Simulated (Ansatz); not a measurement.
Correlation energies of F3H3InP, SMILES `[F][In-]([F])([F])[PH3+]` by basis set

Z-matrix (Å, degrees):
```
In
F 1 1.945
F 1 1.945 2 117.7
F 1 1.945 2 117.8 3 150.6
P 1 2.685 2 98.5 3 -104.6
H 5 1.407 1 117.3 2 0.4
H 5 1.407 1 117.5 2 -119.6
H 5 1.407 1 117.5 2 120.3
```

Total charge 0; spin multiplicity 1. Correlated methods include outer-core shells of In, which these sets cover unevenly. In takes the def2 core potential. The structure was optimised at the PBE0-D4/def2-TZVP level. It is one conformer, not always the lowest. Frozen core, restricted reference, Ansatz 0.2.0.

```csv
basis,HF (Eh),MP2 corr.
def2-SVP,-829.73488,-0.78044
def2-TZVPP,-830.25451,-1.20270
def2-QZVPP,-830.28196,-1.48147
```

(1) Estimate the CCSD correlation energy and the (T) correction in each basis where they were run (hartree).

Answers

(1) 
```tsv
basis	CCSD corr.	(T)
def2-SVP	-0.81051	-0.01443
def2-TZVPP	-1.21727	-0.03719
```
